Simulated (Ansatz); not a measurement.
Relaxation of F3Ge2H5O (11 atoms, charge 0, multiplicity 1), to a largest force component of 0.03 eV/Å in at most 50 steps.

These are results of RKS PBE/def2-SVP in Ansatz, not measurements.

```xyz
11
Properties=species:S:1:pos:R:3
Ge 0.409 -0.580 -0.348
F -0.907 -0.961 2.189
F 1.413 -0.235 -1.745
F -0.088 1.014 0.179
Ge -1.433 -2.008 -1.057
H -2.218 -2.503 0.174
H -2.325 -1.169 -1.999
H -0.812 -3.194 -1.834
O 1.538 -1.054 0.947
H 1.441 -1.997 1.182
H -0.105 -0.497 2.314
```

**Question.** Where does it end, and by what steps?

**Answer.** The run converged. After 27 steps the energy has fallen by 0.360 eV; H10 moved furthest, 1.42 Å.

```json
{"step": "0", "energy less start (eV)": "0.0000", "largest force component (eV/Å)": "0.438", "accepted": "yes"}
{"step": "1", "energy less start (eV)": "-0.0288", "largest force component (eV/Å)": "1.113", "accepted": "yes"}
{"step": "2", "energy less start (eV)": "-0.0429", "largest force component (eV/Å)": "1.430", "accepted": "yes"}
{"step": "3", "energy less start (eV)": "-0.1063", "largest force component (eV/Å)": "0.298", "accepted": "yes"}
{"step": "4", "energy less start (eV)": "-0.1297", "largest force component (eV/Å)": "0.379", "accepted": "yes"}
{"step": "5", "energy less start (eV)": "-0.1396", "largest force component (eV/Å)": "0.658", "accepted": "yes"}
{"step": "6", "energy less start (eV)": "-0.0878", "largest force component (eV/Å)": "2.119", "accepted": "no"}
{"step": "7", "energy less start (eV)": "-0.1607", "largest force component (eV/Å)": "0.160", "accepted": "yes"}
{"step": "8", "energy less start (eV)": "-0.1726", "largest force component (eV/Å)": "0.205", "accepted": "yes"}
{"step": "9", "energy less start (eV)": "-0.1868", "largest force component (eV/Å)": "0.230", "accepted": "yes"}
{"step": "10", "energy less start (eV)": "-0.1733", "largest force component (eV/Å)": "1.079", "accepted": "no"}
{"step": "11", "energy less start (eV)": "-0.1918", "largest force component (eV/Å)": "0.259", "accepted": "yes"}
{"step": "12", "energy less start (eV)": "-0.1954", "largest force component (eV/Å)": "0.467", "accepted": "yes"}
{"step": "13", "energy less start (eV)": "-0.2152", "largest force component (eV/Å)": "0.079", "accepted": "yes"}
{"step": "14", "energy less start (eV)": "-0.2091", "largest force component (eV/Å)": "0.407", "accepted": "no"}
{"step": "15", "energy less start (eV)": "-0.2263", "largest force component (eV/Å)": "0.111", "accepted": "yes"}
{"step": "16", "energy less start (eV)": "-0.2343", "largest force component (eV/Å)": "0.473", "accepted": "yes"}
{"step": "17", "energy less start (eV)": "-0.2408", "largest force component (eV/Å)": "0.668", "accepted": "yes"}
{"step": "18", "energy less start (eV)": "-0.2534", "largest force component (eV/Å)": "0.502", "accepted": "yes"}
{"step": "19", "energy less start (eV)": "-0.2709", "largest force component (eV/Å)": "0.308", "accepted": "yes"}
{"step": "20", "energy less start (eV)": "-0.2888", "largest force component (eV/Å)": "0.394", "accepted": "yes"}
{"step": "21", "energy less start (eV)": "-0.3252", "largest force component (eV/Å)": "0.296", "accepted": "yes"}
{"step": "22", "energy less start (eV)": "-0.3279", "largest force component (eV/Å)": "0.373", "accepted": "yes"}
{"step": "23", "energy less start (eV)": "-0.3345", "largest force component (eV/Å)": "0.996", "accepted": "yes"}
{"step": "24", "energy less start (eV)": "-0.3565", "largest force component (eV/Å)": "0.237", "accepted": "yes"}
{"step": "25", "energy less start (eV)": "-0.3462", "largest force component (eV/Å)": "0.346", "accepted": "no"}
{"step": "26", "energy less start (eV)": "-0.3589", "largest force component (eV/Å)": "0.075", "accepted": "yes"}
{"step": "27", "energy less start (eV)": "-0.3596", "largest force component (eV/Å)": "0.023", "accepted": "yes"}
```

```xyz
11
Properties=species:S:1:pos:R:3
Ge 0.304 -0.477 -0.369
F -0.846 -1.718 2.002
F 1.400 -0.137 -1.695
F -0.007 1.124 0.269
Ge -1.612 -1.866 -0.926
H -2.809 -1.374 -0.094
H -1.864 -1.692 -2.445
H -1.202 -3.318 -0.610
O 1.350 -1.302 0.875
H 2.094 -0.737 1.167
H 0.105 -1.687 1.828
```

Whether the end is a true minimum wasn't checked by a vibrational analysis.

Time of the run: 56 s on 4 threads of Arm Neoverse V1, with other jobs on the host, peak memory 0.23 GiB.
